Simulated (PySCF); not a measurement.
**Calculated NMR data**

Theoretical values (PySCF 2.14.0 with density-fitted response routines): geometry: GFN2-xTB, PBE0/pcSseg-1 with gauge-including orbitals. One averaged value for each set of equivalent atoms, one computed conformer, no solvent model, no relativistic terms.

Scale: TMS for ¹H (σ = 31.72 ppm) and ¹³C (σ = 186.93 ppm) (reference shieldings calculated alike). Splittings of carbon signals by F and P are missing where no couplings were computed. Where no couplings were computed, multiplicities follow the n + 1 count of equivalent neighbours, and m marks all less simple cases (inequivalent or close neighbours, rings, F or P nearby). Shifts are as computed. Against solution values, carbons near 30 ppm lie about +3 ppm off and those near 130 ppm about +5 ppm. Of 1211 compounds with measured shifts, 218 miss one by over three times the rms of a fit or turn the order of signals round; such compounds aren't used in these exercises.

Compound 1 (C$_{6}$H$_{8}$N$_{2}$O$_{2}$). ¹H NMR (400 MHz, computed): δ 7.86 (s, 2H), 3.84 (s, 6H). ¹³C{¹H} NMR (computed): δ 152.9, 148.9, 146.3, 34.7. Structure: SMILES Cn1cc(C(=O)[O-])c[n+]1C.

Compound 2 (C$_{5}$H$_{7}$F$_{2}$N). ¹H NMR (400 MHz, computed): δ 6.78 (m, 1H), 6.47 (m, 1H), 6.34 (m, 1H), 6.32 (m, 1H), 3.69 (s, 3H). ¹³C{¹H} NMR (computed): δ 168.2, 138.0, 126.4, 126.3, 38.9. Structure: SMILES N(=C(/C=C)C(F)F)/C.
